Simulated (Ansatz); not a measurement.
Conformers of ClFH4O2Si2 (`O[Si](O)(F)[SiH2]Cl`), each relaxed with PBE0-D4/def2-TZVP in Ansatz. CBS adds the triple-zeta coupled-cluster correction to the MP2 limit.

Not all of them had a frequency check.

Conformer A:

```xyz
10

O     0.141    1.746    0.896
Si    0.018    0.136    0.751
O    -1.492   -0.293    1.200
F     1.047   -0.616    1.719
Si    0.602   -0.450   -1.435
Cl   -0.798    0.338   -2.725
H    -0.394    2.191    1.556
H    -1.659   -1.202    1.453
H     0.597   -1.926   -1.602
H     1.937    0.076   -1.813
```

Conformer B:

Z-matrix (Å, degrees):
```
Si
O 1 1.632
F 1 1.598 2 108.0
O 1 1.622 2 108.2 3 -120.3
Si 1 2.334 2 113.2 3 119.1
H 2 0.959 1 118.4 3 -49.2
H 4 0.960 1 119.2 2 38.4
Cl 5 2.070 1 105.7 2 -50.5
H 5 1.483 1 112.0 2 66.6
H 5 1.483 1 113.4 2 -168.6
```

**Question.** Which is lowest in electronic energy at CCSD(T)/CBS (frozen core, def2 sets), and by how much? (An estimate is asked.)

**Answer.** Ansatz gave: B; A lies 3.0 kJ/mol higher.

**Question.** Give the energies relative to B (kJ/mol) with PBE0-D4/def2-TZVPP, ωB97X-V/def2-TZVPP, B2PLYP/def2-TZVPP, PBE0/def2-TZVPP, B3LYP/def2-TZVPP, CCSD/def2-TZVPP, MP2/CBS(def2). (Estimate.)

**Answer.** The calculation gave: 
```tsv
level	A
PBE0-D4/def2-TZVPP	2.7
ωB97X-V/def2-TZVPP	2.9
B2PLYP/def2-TZVPP	2.7
PBE0/def2-TZVPP	2.6
B3LYP/def2-TZVPP	2.5
CCSD/def2-TZVPP	2.8
MP2/CBS(def2)	3.0
```

B3LYP here is the variant with VWN-RPA as its local correlation; programs differ in this.
